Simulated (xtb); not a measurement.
C₃H₆NO (SMILES CN(C)[C]=O), doublet, from a rough starting geometry; xtb with GFN2-xTB.

Input for xtb:
```
$ xtb mol.xyz --gfn 2 --uhf 1 --opt vtight --json

# file mol.xyz
11

C      1.35353226    -0.08622184     0.15820985
N     -0.03426565     0.39688060    -0.01587513
C     -1.04374104    -0.71594129    -0.16990108
C     -0.32392342     1.68019822    -0.00033831
O     -1.27843366     2.25885105    -0.05398657
H      1.97446103     0.77958950     0.31424089
H      1.44706850    -0.82335486     0.96691204
H      1.66221007    -0.58644537    -0.79096866
H     -1.98031605    -0.24715118    -0.22710938
H     -0.79237146    -1.26346571    -1.00560128
H     -1.00702241    -1.30808151     0.73810027
```

What the program printed (banner, timings and long lists left out):

```
   ID    Z sym.   atoms
    1    6 C      1, 3, 4
    2    7 N      2
    3    8 O      5
    4    1 H      6-11

           -------------------------------------------------
          |                Calculation Setup                |
           -------------------------------------------------

           -------------------------------------------------
          |                 G F N 2 - x T B                 |
           -------------------------------------------------

          ...................................................
          :                      SETUP                      :
          :.................................................:
          :  # basis functions                  26          :
          :  # atomic orbitals                  26          :
          :  # shells                           16          :
          :  # electrons                        29          :
          :  max. iterations                   250          :
          :  Hamiltonian                  GFN2-xTB          :
          :  restarted?                      false          :
          :  GBSA solvation                  false          :
          :  PC potential                    false          :
          :  electronic temp.          300.0000000     K    :
          :  accuracy                    1.0000000          :
          :  -> integral cutoff          0.2500000E+02      :
          :  -> integral neglect         0.1000000E-07      :
          :  -> SCF convergence          0.1000000E-05 Eh   :
          :  -> wf. convergence          0.1000000E-03 e    :
          :  Broyden damping             0.4000000          :
          :  net charge                          0          :
          :  unpaired electrons                  1          :
          ...................................................

 iter      E             dE          RMSdq      gap      omega  full diag
   1    -16.5991758 -0.165992E+02  0.371E+00    3.20       0.0  T
   2    -16.6164327 -0.172569E-01  0.220E+00    3.08       1.0  T
   3    -16.6172071 -0.774389E-03  0.826E-01    3.09       1.0  T
   4    -16.6175578 -0.350678E-03  0.131E-01    3.06       1.0  T
   5    -16.6175866 -0.287802E-04  0.610E-02    3.07       1.0  T
   6    -16.6176002 -0.136788E-04  0.251E-02    3.06       1.2  T
   7    -16.6176002  0.762220E-07  0.658E-03    3.06       4.6  T
   8    -16.6176004 -0.195883E-06  0.228E-03    3.06      13.3  T
   9    -16.6176004 -0.310454E-07  0.868E-04    3.06      34.7  T
  10    -16.6176004 -0.760661E-09  0.122E-04    3.06     247.0  T

   *** convergence criteria satisfied after 10 iterations ***

         :::::::::::::::::::::::::::::::::::::::::::::::::::::
         ::                     SUMMARY                     ::
         :::::::::::::::::::::::::::::::::::::::::::::::::::::
         :: total energy             -16.380547856876 Eh    ::
         :: gradient norm              0.279557482461 Eh/a0 ::
         :: HOMO-LUMO gap              3.062709442476 eV    ::
         ::.................................................::
         :: SCC energy               -16.617595740090 Eh    ::
         :: -> isotropic ES            0.020184843507 Eh    ::
         :: -> anisotropic ES          0.002101549320 Eh    ::
         :: -> anisotropic XC          0.005919925486 Eh    ::
         :: -> dispersion             -0.005294549451 Eh    ::
         :: repulsion energy           0.237047883215 Eh    ::
         :: add. restraining           0.000000000000 Eh    ::
         :: total charge               0.000000000000 e     ::
         :::::::::::::::::::::::::::::::::::::::::::::::::::::

      -----------------------------------------------------------
     |                   =====================                   |
     |                        A N C O P T                        |
     |                   =====================                   |
     |               Approximate Normal Coordinate               |
[...]
 * total energy  :   -16.4011677 Eh     change       -0.1108296E-02 Eh
 * total energy  :   -16.4013884 Eh     change       -0.2207150E-03 Eh
 * total energy  :   -16.4014106 Eh     change       -0.2217534E-04 Eh
 * total energy  :   -16.4014207 Eh     change       -0.1011738E-04 Eh
 * total energy  :   -16.4014251 Eh     change       -0.4410783E-05 Eh
 * total energy  :   -16.4014288 Eh     change       -0.3691323E-05 Eh
 * total energy  :   -16.4014307 Eh     change       -0.1917807E-05 Eh
 * total energy  :   -16.4014317 Eh     change       -0.1034315E-05 Eh
 * total energy  :   -16.4014326 Eh     change       -0.8513752E-06 Eh
 * total energy  :   -16.4014332 Eh     change       -0.5581270E-06 Eh
 * total energy  :   -16.4014334 Eh     change       -0.2137051E-06 Eh
 * total energy  :   -16.4014335 Eh     change       -0.8537562E-07 Eh
   *** GEOMETRY OPTIMIZATION CONVERGED AFTER 14 ITERATIONS ***
         :: total energy             -16.401433458735 Eh    ::
[...]
        14        2.0000           -0.4031782             -10.9710
        15        1.0000           -0.2917722              -7.9395 (HOMO)
        16                         -0.1899992              -5.1701 (LUMO)
        17                         -0.0021170              -0.0576
        18                          0.1029802               2.8022
        19                          0.1185933               3.2271
        20                          0.1575529               4.2872
        21                          0.1591669               4.3312
        22                          0.1870832               5.0908
        23                          0.1956381               5.3236
        24                          0.2327053               6.3322
        25                          0.3944818              10.7344
        26                          0.6962582              18.9462
      -------------------------------------------------------------
                  HL-Gap            0.1017729 Eh            2.7694 eV
             Fermi-level           -0.2941804 Eh           -8.0051 eV

     #   Z          covCN         q      C6AA      α(0)
     1   6 C        3.704    -0.054    21.691     6.658
     2   7 N        2.726    -0.052    22.245     7.005
     3   6 C        3.697    -0.051    21.666     6.658
     4   6 C        1.791     0.145    27.665     8.501
     5   8 O        0.856    -0.340    20.525     6.074
     6   1 H        0.925     0.068     2.107     2.270
     7   1 H        0.924     0.054     2.265     2.353
     8   1 H        0.924     0.054     2.266     2.354
     9   1 H        0.925     0.072     2.065     2.247
    10   1 H        0.924     0.051     2.302     2.373
    11   1 H        0.924     0.051     2.303     2.373

 Mol. C6AA /au·bohr⁶  :       1067.412362
 Mol. C8AA /au·bohr⁸  :      22975.841678
 Mol. α(0) /au        :         48.866760

Wiberg/Mayer (AO) data.
largest (>0.10) Wiberg bond orders for each atom

 ---------------------------------------------------------------------------
     #   Z sym  total        # sym  WBO       # sym  WBO       # sym  WBO
 ---------------------------------------------------------------------------
     1   6 C    3.971 --     2 N    1.000     6 H    0.982     7 H    0.976
                             8 H    0.976
     2   7 N    3.521 --     4 C    1.374     1 C    1.000     3 C    0.960
                             5 O    0.173
     3   6 C    3.969 --     9 H    0.982    10 H    0.977    11 H    0.977
                             2 N    0.960
     4   6 C    3.412 --     5 O    1.946     2 N    1.374
     5   8 O    2.173 --     4 C    1.946     2 N    0.173
     6   1 H    0.995 --     1 C    0.982
     7   1 H    0.997 --     1 C    0.976
     8   1 H    0.997 --     1 C    0.976
     9   1 H    0.995 --     3 C    0.982
    10   1 H    0.997 --     3 C    0.977
    11   1 H    0.997 --     3 C    0.977
 ---------------------------------------------------------------------------

Topologies differ in total number of bonds
Writing topology from bond orders to xtbtopo.mol

molecular dipole:
                 x           y           z       tot (Debye)
 q only:        0.873      -1.289       0.036
   full:        0.868      -1.489       0.025       4.382
molecular quadrupole (traceless):
                xx          xy          yy          xz          yz          zz
 q only:        2.228       5.742      -4.547       0.249       0.341       2.319
  q+dip:        1.699       6.092      -5.470       0.043       0.270       3.771
   full:        1.861       6.470      -5.840       0.056       0.285       3.979

optimized geometry written to: xtbopt.xyz

           -------------------------------------------------
          | TOTAL ENERGY              -16.401433458735 Eh   |
          | GRADIENT NORM               0.000062677124 Eh/α |
          | HOMO-LUMO GAP               2.769382572168 eV   |
           -------------------------------------------------
```
